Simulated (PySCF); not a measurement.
Work out the structure from these simulated measurements.

Formula: C8H18BN.

| Item | Value |
| --- | --- |
| Dipole | 5.49 D [PBE/pcSseg-1] |
| Rotational structure | rotational constants A, B, C: 3.408, 0.402, 0.392 GHz [PBE0-D3(BJ)/def2-SVP] |
| 1H NMR | chemical shifts (computed TMS as zero) by class: 2.45 (9 H), 2.12 (2 H), 2.03 (2 H), 1.83 (3 H), 0.59 (2 H) ppm [GIAO PBE/pcSseg-1] |
| 13C NMR | chemical shifts (computed TMS as zero) by class: 88.9 (1 C), 74.5 (1 C), 53.7 (3 C), 22.9 (1 C), 20.0 (1 C), 5.3 (1 C) ppm [GIAO PBE/pcSseg-1] |
| NMR, other nuclei | isotropic shieldings of nuclei other than C and H, by class: 101 (1 B), 197 (1 N) ppm [GIAO PBE/pcSseg-1] |

Electronic properties: PySCF, gas phase, density fitting. Levels stand in brackets. Isolated species at its PBE0-D3(BJ)/def2-SVP geometry (one conformer only). Each NMR value is the plain mean over a class of atoms that symmetry, rotation or inversion makes alike.

**Question.** Give a SMILES that accounts for the data.

**Answer.** Numbering: `[CH3:1][C:2]#[C:3][CH2:4][CH2:5][BH2-:6][N+:7]([CH3:8])([CH3:9])[CH3:10]`. 8 carbons fall into 6 classes; from least to most shielded: alkyne carbon [C3] (88.9 ppm), alkyne carbon [C2] (74.5 ppm), N-methyl carbon [C8/C9/C10] (53.7 ppm, 3 C, up to 5.0 ppm apart in this geometry), sp3 carbon bound to boron [C5] (22.9 ppm), propargylic carbon [C4] (20.0 ppm), propargylic carbon [C1] (5.3 ppm). Hydrogen classes from least to most shielded: 9 H on 3 N-methyl carbons, C8/C9/C10 (2.45 ppm, a mean of values up to 1.1 ppm apart in this geometry), 2 H on a four-coordinate boron, B6 (2.12 ppm), 2 H on a propargylic carbon, C4 (2.03 ppm), 3 H on a propargylic carbon, C1 (1.83 ppm), 2 H on an sp3 carbon bound to boron, C5 (0.59 ppm). The other shieldings belong to: 101 ppm, four-coordinate boron [B6]; 197 ppm, nitrogen bonded to B and 3 C [N7]. By its constants the optimised geometry is an asymmetric top. Structure: `CC#CCC[BH2-][N+](C)(C)C`. Computed isomers that give other values at the same levels: `C=CCC[N@+]1(C)[BH2-]CCC1` (rotational constant A: 3.030 GHz; this holds for the one conformer computed); `C[N+]1(C)[BH2-][C@@H](C2CC2)CC1` (rotational constant A: 2.872 GHz; this holds for the one conformer computed); `CC#[N+][BH2-]C(C)(C)CCC` (rotational constant A: 1.331 GHz; this holds for the one conformer computed). The assignments are read from this structure; whether some other isomer fits the data as well wasn't checked.

The values belong to the conformer `[CH3:1][C:2]#[C:3][CH2:4][CH2:5][BH2-:6][N+:7]([CH3:8])([CH3:9])[CH3:10]`: C3–C4–C5–B6 179°, C4–C5–B6–N7 177°, C5–B6–N7–C8 178°.
